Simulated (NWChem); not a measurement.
# bicarbonate (CHO3 anion); SMILES [O-]C(O)=O

```xyz
5

O     -0.5888    -1.1382     0.0000
C      0.0376     0.1589     0.0000
O      1.2885     0.1119     0.0000
O     -0.7567     1.1062     0.0000
H      0.1640    -1.7427     0.0000
```
Atoms are numbered in this order, from 1.

Computed with NWChem. Pople sets run with spherical d functions. Structure relaxed at the B3LYP/def2-SVPD level. B3LYP is NWChem's, with the RPA form of VWN correlation. Static field.

| level | isotropic polarisability (bohr³) | anisotropy (bohr³) | relative time |
|---|---|---|---|
| B3LYP/6-31+G* | 30.2 | 14.4 | 1 |
| CAM-B3LYP/6-31+G* | 29.3 | 13.9 | 6 |
| BHandHLYP/6-31+G* | 27.4 | 13.0 | 1 |

The last column is a rough cost ratio, cheapest run = 1.
